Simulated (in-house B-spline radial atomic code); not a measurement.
Results of a calculation; reference values are marked as such.
## Softness against transferability: the 4s channel of Ca

Ca, [Ar] 4s2, non-relativistic PBE, spherical and spin-unpolarised, from an all-electron radial atomic-structure program (B-spline basis) (atomic units). The all-electron 4s level is ε = -0.137931 hartree, its outermost node lies just inside 1.45 bohr and its outer maximum at 3.41 bohr.

Troullier-Martins pseudo-orbitals are made for several radii. The cutoffs (hartree) are the plane-wave energies beyond which the orbital holds less than the named kinetic energy per electron. The phase error is the difference, pseudo minus all-electron, of arctan(R P'/P) at R = 3.9 bohr for all radii, half a hartree below and above the level.

| r_c (bohr) | V_l(0) (hartree) | cutoff for 10 mEh | for 1 mEh | for 0.1 mEh | phase error at ε − 0.5 (mrad) | at ε + 0.5 (mrad) |
| --- | --- | --- | --- | --- | --- | --- |
| 2.56 | -0.43 | 0.98 | 4.62 | 10.8 | -1.6 | -31.7 |
| 2.97 | 0.76 | 0.98 | 1.84 | 5.12 | -1.2 | -15.9 |
| 3.41 | 0.59 | 0.98 | 1.84 | 4.87 | -1.4 | -20.0 |
| 3.6 | 0.47 | 0.925 | 1.77 | 4.62 | -1.7 | -25.7 |

(1) Which radius needs the lowest cutoff for 0.1 mEh while both phase errors stay within 25.8 mrad?

(2) What does the larger radius buy, and what does it cost?

Results:

(1) The radii within that limit are 2.97, 3.41, 3.6 bohr; of these r_c = 3.6 needs the least, 4.62 hartree, that is 9.24 Ry or 126 eV.

(2) From r_c = 2.56 to 3.6 bohr the cutoff for 1 mEh goes from 4.62 to 1.77 hartree, a factor of 2.61, against 1.98 for a pure 1/r_c² scaling, end to end; step by step it is 4.62, 1.84, 1.84, 1.77, and for 0.1 mEh 10.8, 5.12, 4.87, 4.62; the number of plane waves goes as the cutoff to the power 3/2, here a factor of 4.2. The larger of the two phase errors is least at r_c = 2.97 bohr, 15.9 mrad; it is 31.7 at the smallest radius and 25.7 at the largest. These errors test the reference atom alone. The smallest radius lies well inside the outer maximum, where the nodeless form must bend sharply to keep the norm, so it is both harder and scatters less well than the next. Large radii also let the cores of neighbours overlap, which an atom doesn't show.
